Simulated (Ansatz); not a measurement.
Cartesian coordinates (Å):
```xyz
7

Zn     0.1611     0.1572    -0.0570
N     -0.2716    -0.1955    -1.7763
H      0.0022    -1.1031    -2.1508
H     -0.0252     0.5000    -2.4788
N      0.4303     0.3514     1.7199
H     -0.3024     0.8148     2.2560
H      1.3163     0.7522     2.0235
```
Charge 0, multiplicity 1.

Method: frozen-core CCSD(T)/def2-TZVPP // r2SCAN-D4/def2-SVP (Ansatz, an electronic-structure program).

```json
{
 "HF energy": "-1889.08430 Ha",
 "MP2 correlation energy": "-1.28899 Ha"
}
```

**Question.** Estimate the CCSD correlation energy, the (T) correction, the total energy and the T1 diagnostic.

**Answer.** 
- CCSD correlation energy: -1.21594 Ha
- (T) correction: -0.03583 Ha
- CCSD(T) total energy: -1890.33607 Ha
- T1 diagnostic: 0.015
